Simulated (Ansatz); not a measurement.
Geometry optimisation, RKS PBE-D4/def2-SVP in Ansatz.

The input (input.yaml):

```yaml
crystal:
  periodic: [false, false, false]
  atoms:
    - { symbol: Zn, position_ang: [0.6577, 1.2297, -0.258] }
    - { symbol: H, position_ang: [2.0692, 2.4264, 0.5464] }
    - { symbol: C, position_ang: [-0.6183, -0.1677, -0.9755] }
    - { symbol: C, position_ang: [-1.0375, -1.0797, 0.1643] }
    - { symbol: H, position_ang: [2.1074, 1.5715, 1.0297] }
    - { symbol: F, position_ang: [1.8267, 0.4358, 1.3318] }
    - { symbol: H, position_ang: [-0.0737, -0.737, -1.7266] }
    - { symbol: H, position_ang: [-1.4876, 0.2759, -1.4522] }
    - { symbol: H, position_ang: [-0.1721, -1.4755, 0.6915] }
    - { symbol: H, position_ang: [-1.6052, -1.9224, -0.2329] }
    - { symbol: H, position_ang: [-1.6667, -0.557, 0.8816] }
basis:
  gaussian: { orbitals: def2-SVP }
hamiltonian:
  xc: pbe
  dispersion: d4
relax:
  f_tol: 0.15
  max_steps: 25
  restrain:
    - { distance: [0, 5], at: 1.79, k: 30.0 }
    - { distance: [4, 1], at: 0.62, k: 30.0 }
    - { distance: [0, 1], at: 2.83, k: 30.0 }
    - { distance: [4, 5], at: 2.18, k: 30.0 }
output:
  orbitals: {}
```

Run as:

```bash
$ ansatz run input.yaml --threads 2 --pin off --max-ram 3072MiB --backend cpu --events-out ev --progress --plain --runs-dir out
```

**Question.** Where does it end, and by what steps?

**Answer.** It converged. The restraints hold the end off the free minimum. After 14 steps the energy has fallen by 1.038 eV (the restraints' own energy left out); Zn1 moved furthest, 1.35 Å. Joined: H2–H5.

```tsv
step	energy less start (eV)	largest force component (eV/Å)	accepted
0	0.0000	0.728	yes
1	0.0625	1.969	yes
2	0.0332	3.324	yes
3	-0.0959	3.833	yes
4	-0.4640	2.921	yes
5	-0.6438	2.654	yes
6	-0.7551	2.168	yes
7	-0.9144	0.503	no
8	-0.8215	2.055	yes
9	-0.8779	2.015	yes
10	-0.9528	1.888	yes
11	-0.9977	1.938	yes
12	-1.0267	1.838	yes
13	-1.0345	1.901	yes
14	-1.0378	1.900	yes
```

```xyz
11
Properties=species:S:1:pos:R:3
Zn 1.050 0.237 0.577
H 1.919 2.871 0.001
C -0.396 -0.256 -0.618
C -1.370 -1.292 -0.043
H 2.193 2.458 0.507
F 2.374 0.640 1.697
H 0.068 -0.624 -1.559
H -0.926 0.683 -0.887
H -0.865 -2.244 0.221
H -2.172 -1.545 -0.770
H -1.875 -0.929 0.876
```

Whether the end is a true minimum wasn't checked by a vibrational analysis.

The run took 37 s on 2 threads of Arm Neoverse V1 (shared host), peak memory 0.15 GiB.
